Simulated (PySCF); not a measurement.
Computed IR spectrum (relative IR intensity) of a molecule C2H10O2Si2. Geometry optimised at PBE-D3(BJ)/def2-SVP. The values are those of a single conformer. Computed with PBE-D3(BJ)/def2-SVP (PySCF 2.14.0). Frequencies are harmonic and unscaled.

Lines under 2 % of the strongest are left out, and lines within 2 cm⁻¹ are merged.

ν (cm⁻¹): 445 (w), 463 (m), 570 (vw), 591 (w), 714 (m), 843 (vs), 885 (m), 911 (m), 916 (w), 922 (s), 949 (s), 973 (m), 1024 (s), 1061 (m), 1067 (m), 1261 (vw), 1364 (w), 1407 (vw), 2138 (m), 2158 (w), 2162 (m), 2166 (s), 2188 (m), 2959 (w), 2982 (w), 3049 (w), 3059 (vw), 3634 (w) (against the strongest line: vs over 80 %, s over 45 %, m over 15 %, w over 4 %, vw less)

Problem. Which molecule gave these data?
(A) C[Si@@H](CO)O[SiH3]
(B) C[C@H](O)[SiH2]O[SiH3]
(C) COC[SiH2][SiH2]O
(D) CO[Si@H](C)O[SiH3]

Solution. B, C[C@H](O)[SiH2]O[SiH3]
